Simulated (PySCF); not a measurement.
Isomers of C2H6N2. Isolated molecules, 0 K electronic values unless said otherwise. One relaxed conformer stands for each flexible species; it need not be the lowest. Strings in code marks are SMILES.

The T1 excitation (TDA) from two functionals at the same geometries (B3LYP-D3(BJ)/def2-TZVP), both in PySCF: PBE-D3(BJ)/def2-TZVP and TPSSh-D3(BJ)/def2-TZVP. Excitations are Tamm–Dancoff values on a coarser integration grid. The basis has no diffuse functions, so Rydberg states are missing or too high.

```
species                            PBE-D3(BJ)/def2-TZVP (eV)  TPSSh-D3(BJ)/def2-TZVP (eV)
---------------------------------  -------------------------  ---------------------------
`N/C(=N\[H])C`                                          4.90                         4.94
`C/N=C/N`                                               4.57                         4.61
`N/C=N\C`                                               4.70                         4.71
`C=NCN`                                                 3.87                         4.21
`C=C(N)N`                                               4.26                         4.31
`[H]/N=C\NC` (C–N–C–N torsion 6°)                       4.80                         4.85
`N1CNC1`                                                4.85                         5.42
```

Over these rows, drawn at random from the members with no instability flagged (it was tested for open shells, ions and some series alone), PBE minus TPSSh-D3(BJ): mean -0.16 eV, from -0.57 eV to -0.01 eV.
